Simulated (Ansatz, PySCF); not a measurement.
Reaction (SMILES): CN[SiH3] -> CN[SiH2-] + H+
Geometries: B3LYP-D3(BJ)/def2-TZVP minima from Ansatz (a first-principles code), one conformer each, not searched for the lowest.

Wanted: gas-phase deprotonation energy (enthalpy at 298 K, with B3LYP-D3(BJ) rigid-rotor harmonic-oscillator terms from PySCF), in eV. Valence correlation only, unless marked. Spin-orbit coupling is left out. No relativistic terms. Anions need diffuse functions: aug- sets have them; def2-D sets add few; the other sets have none. CBS marks a two-point X^-3 extrapolation of the correlation energy; Hartree-Fock from the larger set.

```tsv
level	program	gas-phase deprotonation energy (eV)
SVWN5/def2-TZVPD	Ansatz	(withheld)
PBE-D4/def2-TZVPD	Ansatz + dftd4	(withheld)
r2SCAN/def2-TZVPD	Ansatz	16.47
r2SCAN-D4/def2-TZVPD	Ansatz + dftd4	16.46
PBE0/def2-TZVP	Ansatz	16.51
CAM-B3LYP-D3(BJ)/def2-TZVPD	Ansatz + dftd3	16.50
LC-wPBE/def2-TZVPD	Ansatz	16.66
B2GP-PLYP-D4/def2-TZVPD	Ansatz + dftd4	(withheld)
B2PLYP/def2-TZVPD	Ansatz	16.50
SCS-MP2/cc-pV(Q+d)Z	Ansatz	16.71
CCSD/cc-pVTZ	Ansatz	16.69
CCSD/aug-cc-pV(Q+d)Z	Ansatz	16.58
CCSD(T)/CBS(aug-cc-pV(T+d)Z,aug-cc-pV(Q+d)Z)	Ansatz	(withheld)
```

Question: Some entries are withheld; supply them.

Answer: 
- SVWN5/def2-TZVPD, gas-phase deprotonation energy (eV): 15.88
- PBE-D4/def2-TZVPD, gas-phase deprotonation energy (eV): 16.19
- B2GP-PLYP-D4/def2-TZVPD, gas-phase deprotonation energy (eV): 16.52
- CCSD(T)/CBS(aug-cc-pV(T+d)Z,aug-cc-pV(Q+d)Z), gas-phase deprotonation energy (eV): 16.49
